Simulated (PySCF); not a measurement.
# Excitation energy of C⁺ by level of theory

C⁺ [He] 2s2 2p1 (2P) → C⁺ [He] 2s1 2p1 3d1 (high-spin determinant), as a difference of total energies. All numbers are calculated (PySCF 2.14, no relativity, point nucleus, in aug-cc-pVTZ with one added diffuse shell each of s, p, d, f type (6s5p4d3f, 62 functions)). Correlated levels: valence: 1s2 frozen. The calculations carry no spin-orbit coupling.

| method | excitation energy (eV) |
| --- | --- |
| UHF | 22.475 |
| LDA | 23.347 |
| PBE | 23.192 |
| PBE0 | 23.323 |
| r2SCAN | 23.155 |
| BLYP | 23.469 |
| TPSSh | 23.541 |
| MP2 (valence) | 23.680 |
| SCS-MP2 (valence) | 23.998 |

Estimate what B3LYP gives.

23.622 eV, closest to MP2 (valence) among the rows shown.

Estimate what wB97M-V gives.

23.846 eV, closest to SCS-MP2 (valence) among the rows shown.

The promoted electron is Rydberg-like, and one or two diffuse shells describe it only roughly, which tends to raise the upper state.

The determinant of the upper state mixes LS terms, which raises its energy above the lowest term, most at the Hartree-Fock and MP2 levels.
